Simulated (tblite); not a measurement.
acetylene (C2H2), singlet, geometry from GFN2-xTB; GFN1-xTB (tblite).

Here is a job for tblite.
```
$ tblite run mol.xyz --method gfn1 --charge 0 --spin 0 --efield 0,0,0.1 --json tblite.json --no-restart

# file mol.xyz
4

C     -0.00000000    -0.00000000    -0.59686216
C      0.00000000     0.00000000     0.59686216
H      0.00000000     0.00000000     1.64657465
H     -0.00000000    -0.00000000    -1.64657465
```

It wrote (shortened):

```
xTB calculator
 | screened Coulomb repulsion
 | Coulomb electrostatics
 |  * isotropic Klopman-Ohno-Mataga-Nishimoto electrostatics
 |  * onsite third-order electrostatics
 | DFT-D3(BJ) dispersion correction
 | Interactions (1)
 | [1] electric field

halogen bonding energy    0.0000000000000E+00 Eh
repulsion energy          1.5820129015934E-01 Eh
dispersion energy        -5.0531451575003E-04 Eh
interaction energy        0.0000000000000E+00 Eh
number of electrons       1.0000000000000E+01 e
integral cutoff           1.9731147476801E+01 bohr

------------------------------------------------------------
  cycle        total energy    energy error   density error
------------------------------------------------------------
      1     -5.215546539490  -5.3732425E+00   4.3724823E-01
      2     -5.215902927975  -3.5638849E-04   2.6317334E-01
      3     -5.215791101974   1.1182600E-04   1.2964504E-02
      4     -5.215959801100  -1.6869913E-04   2.4821598E-03
      5     -5.215963324267  -3.5231665E-06   1.8208918E-04
      6     -5.215963361612  -3.7344673E-08   2.0158811E-05
      7     -5.215963361761  -1.4941381E-10   1.0873218E-06
------------------------------------------------------------

electronic energy        -5.3736593374045E+00 Eh
total energy             -5.2159633617609E+00 Eh

Post processing:
 | Mayer-Wiberg bond orders

[Info] JSON dump of results written to 'tblite.json'
```
